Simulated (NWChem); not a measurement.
Everything below was run with NWChem. System: H5PSi, charge 0, spin multiplicity 3, at the geometry of a parent with another charge or spin, in a state set for the comparison that need not be this species' ground state. Its SCF solution wasn't tested for a lower state. Level: UHF/def2-TZVP.

Input file:

```
start mol
memory heap 200 mb stack 900 mb global 1100 mb
geometry units angstroms nocenter noautoz noautosym
  Si    -1.075030     0.095518     0.224138
  P      1.129043    -0.077212    -0.349040
  H     -1.851635    -0.886898    -0.609590
  H     -1.536129     1.486890    -0.114786
  H     -1.359341    -0.170039     1.678920
  H      1.298076    -1.318950     0.364653
  H      1.563795     0.709923     0.778478
end
basis spherical
  * library def2-tzvp
end
scf
  uhf
  nopen 2
  maxiter 100
  thresh 1e-7
  semidirect memsize 60000000 filesize 0
  # guess.movecs holds the orbitals of an unrestricted PBE0 run
  vectors input guess.movecs output mol.movecs
end
task scf energy
```

Output (cleaned and shortened):

```
             Northwest Computational Chemistry Package (NWChem) 7.3.0
             --------------------------------------------------------

                                NWChem Input Module
                                -------------------

 Scaling coordinates for geometry "geometry" by  1.889725989
 (inverse scale =  0.529177249)

                             Geometry "geometry" -> ""
                             -------------------------

 Output coordinates in angstroms (scale by  1.889725989 to convert to a.u.)

  No.       Tag          Charge          X              Y              Z
 ---- ---------------- ---------- -------------- -------------- --------------
    1 Si                  14.0000    -1.07503000     0.09551800     0.22413800
    2 P                   15.0000     1.12904300    -0.07721200    -0.34904000
    3 H                    1.0000    -1.85163500    -0.88689800    -0.60959000
    4 H                    1.0000    -1.53612900     1.48689000    -0.11478600
    5 H                    1.0000    -1.35934100    -0.17003900     1.67892000
    6 H                    1.0000     1.29807600    -1.31895000     0.36465300
    7 H                    1.0000     1.56379500     0.70992300     0.77847800

 Effective nuclear repulsion energy (a.u.)      89.2003239174

            Nuclear Dipole moment (a.u.)
            ----------------------------
        X                 Y               Z
 ---------------- ---------------- ----------------
    -0.0000170075    -0.0000037795     0.0000132281


 Summary of "ao basis" -> "" (spherical)
 ------------------------------------------------------------------------------
       Tag                 Description            Shells   Functions and Types
 ---------------- ------------------------------  ------  ---------------------
 *                         def2-tzvp                  on all atoms

 Summary of "ao basis" -> "ao basis" (spherical)
 ------------------------------------------------------------------------------
       Tag                 Description            Shells   Functions and Types
 ---------------- ------------------------------  ------  ---------------------
 Si                        def2-tzvp                13       37   5s5p2d1f
 P                         def2-tzvp                13       37   5s5p2d1f
 H                         def2-tzvp                 4        6   3s1p

                                 NWChem SCF Module
                                 -----------------

  ao basis        = "ao basis"
  functions       =   104
  atoms           =     7
  alpha electrons =    18
  beta  electrons =    16
  charge          =   0.00
  wavefunction    = UHF
  use symmetry    = F
  symmetry adapt  = F

 Summary of "ao basis" -> "ao basis" (spherical)
 ------------------------------------------------------------------------------
       Tag                 Description            Shells   Functions and Types
 ---------------- ------------------------------  ------  ---------------------
 Si                        def2-tzvp                13       37   5s5p2d1f
 P                         def2-tzvp                13       37   5s5p2d1f
 H                         def2-tzvp                 4        6   3s1p

 Forming initial guess at       0.1s

 Starting SCF solution at       0.1s

 ----------------------------------------------
         Quadratically convergent UHF

 Convergence threshold     :          1.000E-07
 Maximum no. of iterations :          100
 Integral*density screening:          1.000E-09
 ----------------------------------------------

              iter       energy          gnorm     gmax       time
             ----- ------------------- --------- --------- --------
                 1     -632.3790134158  6.73D-01  2.25D-01      1.5
                 2     -632.3982210589  8.31D-02  1.47D-02      1.6
                 3     -632.4011974032  5.74D-03  1.95D-03      2.4
                 4     -632.4012487040  1.58D-04  3.26D-05      3.6
  ga_iter_lsolve: convergence stagnant ... aborting solve
                 5     -632.4012487231  1.58D-05  1.18D-05      4.6
  ga_iter_lsolve: convergence stagnant ... aborting solve

 Disabled NR: increased maxiter to 110

                 6     -632.4012487369  1.36D-04  1.75D-05      6.2
                 7     -632.4012487432  1.05D-04  1.89D-05      6.5
                 8     -632.4012487467  7.79D-05  1.24D-05      6.8
                 9     -632.4012487479  4.28D-05  6.87D-06      7.1
                10     -632.4012487482  1.57D-05  2.56D-06      7.4
                11     -632.4012487483  9.20D-06  1.46D-06      7.7
                12     -632.4012487483  5.45D-06  1.17D-06      8.0
                13     -632.4012487483  2.57D-06  4.08D-07      8.3
                14     -632.4012487483  1.19D-06  2.08D-07      8.5
                15     -632.4012487483  1.11D-06  2.62D-07      9.0
                16     -632.4012487483  6.12D-07  1.45D-07      9.3
                17     -632.4012487483  3.31D-07  7.51D-08      9.5
                18     -632.4012487483  4.92D-07  7.37D-08     10.1
                19     -632.4012487483  6.98D-07  1.01D-07     10.7
                20     -632.4012487483  6.74D-07  1.13D-07     11.1
                21     -632.4012487483  7.26D-07  9.87D-08     11.5
                22     -632.4012487483  5.45D-07  1.02D-07     12.0
                23     -632.4012487483  3.11D-07  4.47D-08     12.2
                24     -632.4012487483  2.23D-07  4.66D-08     12.5
                25     -632.4012487483  1.50D-07  3.26D-08     12.8
                26     -632.4012487483  1.05D-07  1.69D-08     13.1
[...]
   10   -4.2161
   11   -0.8287
   12   -0.6772
   13   -0.5371
   14   -0.4770
   15   -0.4730
   16   -0.4326
   17   -0.0315
   18    0.1188
   19    0.1378
   20    0.1550
   21    0.1583
   22    0.1668
   23    0.2005
   24    0.2659
   25    0.2726
   26    0.2846
   27    0.3075
   28    0.3284

                    UHF Final Alpha Molecular Orbital Analysis
                    ------------------------------------------

 Vector   16  Occ=1.000000D+00  E=-4.747740D-01
              MO Center= -1.3D+00,  2.2D-01, -1.6D-01, r^2= 2.6D+00
   Bfn.  Coefficient  Atom+Function         Bfn.  Coefficient  Atom+Function
  ----- ------------  ---------------      ----- ------------  ---------------
    16      0.300357  1 Si py                82      0.221989  4 H  s
    76     -0.217771  3 H  s

 Vector   17  Occ=1.000000D+00  E=-4.688421D-01
              MO Center= -7.0D-01,  3.8D-03,  3.6D-01, r^2= 3.7D+00
   Bfn.  Coefficient  Atom+Function         Bfn.  Coefficient  Atom+Function
  ----- ------------  ---------------      ----- ------------  ---------------
    17      0.233784  1 Si pz                54     -0.217929  2 P  pz
    88      0.213745  5 H  s                 89      0.151010  5 H  s

 Vector   18  Occ=1.000000D+00  E=-1.606540D-01
              MO Center=  5.8D-01, -5.5D-02, -1.2D-01, r^2= 4.2D+00
   Bfn.  Coefficient  Atom+Function         Bfn.  Coefficient  Atom+Function
  ----- ------------  ---------------      ----- ------------  ---------------
     5      0.894874  1 Si s                 55      0.772491  2 P  px
    95     -0.475388  6 H  s                101     -0.449881  7 H  s
    18      0.393411  1 Si px                15      0.360819  1 Si px
    89     -0.359567  5 H  s                  4      0.271365  1 Si s
    57      0.258914  2 P  pz                52      0.243580  2 P  px

 Vector   19  Occ=0.000000D+00  E= 1.028749D-01
              MO Center=  1.4D-01, -6.3D-02,  1.6D-01, r^2= 7.6D+00
   Bfn.  Coefficient  Atom+Function         Bfn.  Coefficient  Atom+Function
  ----- ------------  ---------------      ----- ------------  ---------------
    42      2.028943  2 P  s                 18     -1.266418  1 Si px
    57      0.837088  2 P  pz                95     -0.829126  6 H  s
   101     -0.697404  7 H  s                 55     -0.486070  2 P  px
    83     -0.362848  4 H  s                 77     -0.347363  3 H  s
     5     -0.340787  1 Si s                 89     -0.206939  5 H  s

 Vector   20  Occ=0.000000D+00  E= 1.047910D-01
              MO Center=  1.1D+00, -7.9D-02, -2.3D-01, r^2= 4.1D+00
   Bfn.  Coefficient  Atom+Function         Bfn.  Coefficient  Atom+Function
  ----- ------------  ---------------      ----- ------------  ---------------
    56      1.284476  2 P  py               101     -1.139077  7 H  s
    95      1.019230  6 H  s                 57      0.325299  2 P  pz
    19     -0.306597  1 Si py                55      0.161145  2 P  px
    77     -0.160896  3 H  s

 Vector   21  Occ=0.000000D+00  E= 1.469671D-01
              MO Center= -7.4D-01, -9.0D-03,  5.6D-01, r^2= 5.0D+00
   Bfn.  Coefficient  Atom+Function         Bfn.  Coefficient  Atom+Function
  ----- ------------  ---------------      ----- ------------  ---------------
    19      1.849028  1 Si py                77      1.353134  3 H  s
    83     -1.331086  4 H  s                 20      0.412503  1 Si pz
    56     -0.305560  2 P  py                18      0.246542  1 Si px

                     UHF Final Beta Molecular Orbital Analysis
                     -----------------------------------------

 Vector   14  Occ=1.000000D+00  E=-4.770138D-01
              MO Center= -9.1D-01, -4.0D-02,  7.8D-01, r^2= 2.6D+00
   Bfn.  Coefficient  Atom+Function         Bfn.  Coefficient  Atom+Function
  ----- ------------  ---------------      ----- ------------  ---------------
    17      0.293517  1 Si pz                88      0.247809  5 H  s

 Vector   15  Occ=1.000000D+00  E=-4.730035D-01
              MO Center= -1.2D+00,  2.0D-01, -1.6D-01, r^2= 2.9D+00
   Bfn.  Coefficient  Atom+Function         Bfn.  Coefficient  Atom+Function
  ----- ------------  ---------------      ----- ------------  ---------------
    16      0.275971  1 Si py                76     -0.225281  3 H  s
    82      0.224242  4 H  s

 Vector   16  Occ=1.000000D+00  E=-4.326010D-01
              MO Center=  1.3D-02,  1.5D-02, -9.5D-02, r^2= 3.2D+00
   Bfn.  Coefficient  Atom+Function         Bfn.  Coefficient  Atom+Function
  ----- ------------  ---------------      ----- ------------  ---------------
    52      0.281445  2 P  px                15     -0.191788  1 Si px
    42     -0.169051  2 P  s                 54      0.165199  2 P  pz
    41     -0.163818  2 P  s

 Vector   17  Occ=0.000000D+00  E=-3.148635D-02
              MO Center=  9.0D-01, -3.1D-02, -4.3D-01, r^2= 3.2D+00
   Bfn.  Coefficient  Atom+Function         Bfn.  Coefficient  Atom+Function
  ----- ------------  ---------------      ----- ------------  ---------------
    57      0.444094  2 P  pz                55     -0.268016  2 P  px
    41     -0.242461  2 P  s                 42     -0.226715  2 P  s
    54      0.188575  2 P  pz                89     -0.180892  5 H  s
    52     -0.162681  2 P  px                40      0.156499  2 P  s

 Vector   18  Occ=0.000000D+00  E= 1.188018D-01
              MO Center=  6.7D-02, -3.4D-02,  1.3D-01, r^2= 7.8D+00
   Bfn.  Coefficient  Atom+Function         Bfn.  Coefficient  Atom+Function
  ----- ------------  ---------------      ----- ------------  ---------------
    42      2.113616  2 P  s                 18     -1.342032  1 Si px
    57      0.820908  2 P  pz               101     -0.775255  7 H  s
    95     -0.748270  6 H  s                 55     -0.514306  2 P  px
    89     -0.393860  5 H  s                 77     -0.376925  3 H  s
    83     -0.378091  4 H  s                  5     -0.281098  1 Si s

 Vector   19  Occ=0.000000D+00  E= 1.377582D-01
              MO Center=  1.0D+00, -8.0D-02, -2.0D-01, r^2= 4.3D+00
   Bfn.  Coefficient  Atom+Function         Bfn.  Coefficient  Atom+Function
  ----- ------------  ---------------      ----- ------------  ---------------
    56      1.357945  2 P  py               101     -1.201279  7 H  s
    95      1.179145  6 H  s                 57      0.281872  2 P  pz
    55      0.219228  2 P  px                19     -0.165519  1 Si py

 center of mass
 --------------
 x =   0.08843795 y =   0.00296141 z =  -0.07165265

 moments of inertia (a.u.)
 ------------------
          52.892294326036          23.562610496334          64.688612669111
          23.562610496334         330.662376254587          -5.695569767144
          64.688612669111          -5.695569767144         318.844121621820

  Mulliken analysis of the total density
  --------------------------------------

    Atom       Charge   Shell Charges
 -----------   ------   -------------------------------------------------------
    1 Si  14    13.80   2.00  0.59  1.39  0.86  0.39  4.12  1.73  0.51  1.48  0.41  0.12  0.18  0.02
    2 P   15    15.11   2.01  0.53  1.44  0.95  0.64  4.17  1.70  0.66  1.78  0.86  0.11  0.25  0.01
    3 H    1     1.06   0.23  0.56  0.25  0.01
    4 H    1     1.06   0.23  0.56  0.25  0.01
    5 H    1     1.08   0.23  0.55  0.29  0.01
    6 H    1     0.95   0.23  0.53  0.18  0.02
    7 H    1     0.95   0.23  0.53  0.17  0.02

  Mulliken analysis of the alpha density
  --------------------------------------

    Atom       Charge   Shell Charges
 -----------   ------   -------------------------------------------------------
    1 Si  14     7.09   1.00  0.29  0.69  0.48  0.17  2.07  0.86  0.28  0.84  0.24  0.06  0.09  0.01
    2 P   15     8.26   1.00  0.27  0.72  0.51  0.35  2.10  0.84  0.41  1.15  0.65  0.07  0.19  0.01
    3 H    1     0.53   0.12  0.27  0.13  0.00
    4 H    1     0.53   0.12  0.27  0.13  0.00
    5 H    1     0.61   0.12  0.29  0.18  0.01
    6 H    1     0.50   0.12  0.27  0.09  0.01
    7 H    1     0.49   0.12  0.27  0.09  0.01

   Mulliken analysis of the beta density
   -------------------------------------

    Atom       Charge   Shell Charges
 -----------   ------   -------------------------------------------------------
    1 Si  14     6.70   1.00  0.29  0.70  0.38  0.22  2.05  0.87  0.23  0.63  0.17  0.06  0.09  0.01
    2 P   15     6.85   1.00  0.26  0.72  0.44  0.29  2.07  0.86  0.26  0.63  0.21  0.03  0.06  0.01
    3 H    1     0.53   0.12  0.29  0.12  0.00
    4 H    1     0.53   0.12  0.29  0.12  0.00
    5 H    1     0.48   0.11  0.26  0.11  0.00
    6 H    1     0.45   0.11  0.25  0.08  0.01
    7 H    1     0.46   0.11  0.26  0.08  0.01

   Mulliken analysis of the spin density
   -------------------------------------

    Atom       Charge   Shell Charges
 -----------   ------   -------------------------------------------------------
    1 Si  14     0.39   0.00  0.00 -0.01  0.09 -0.05  0.01 -0.01  0.05  0.21  0.07  0.01  0.01  0.00
    2 P   15     1.42   0.00  0.00 -0.00  0.08  0.06  0.03 -0.02  0.15  0.52  0.43  0.04  0.12  0.00
    3 H    1    -0.00  -0.00 -0.01  0.01  0.00
    4 H    1    -0.00  -0.00 -0.01  0.01  0.00
    5 H    1     0.13   0.02  0.04  0.07  0.00
    6 H    1     0.04   0.01  0.02  0.01  0.00
    7 H    1     0.03   0.01  0.01  0.01  0.00

       Multipole analysis of the density wrt the origin
       ------------------------------------------------

     L   x y z        total         alpha         beta         nuclear
     -   - - -        -----         -----         ----         -------
     0   0 0 0     -0.000000    -18.000000    -16.000000     34.000000

     1   1 0 0      0.384145     -1.485982      1.870144     -0.000017
     1   0 1 0     -0.028924      0.086691     -0.115611     -0.000004
     1   0 0 1     -0.087573      0.550869     -0.638456      0.000013

     2   2 0 0    -25.699434   -106.091004    -87.688546    168.080116
     2   1 1 0      0.304573      7.138949      6.585137    -13.419513
     2   1 0 1      0.519906     19.131158     11.996418    -30.607670
     2   0 2 0    -22.821216    -22.902328    -19.513746     19.594858
     2   0 1 1      0.154887     -1.417660     -1.499171      3.071717
     2   0 0 2    -23.611765    -27.327065    -19.401313     23.116612

 Task  times  cpu:       13.4s     wall:       13.4s

 Total times  cpu:       13.4s     wall:       13.4s
```
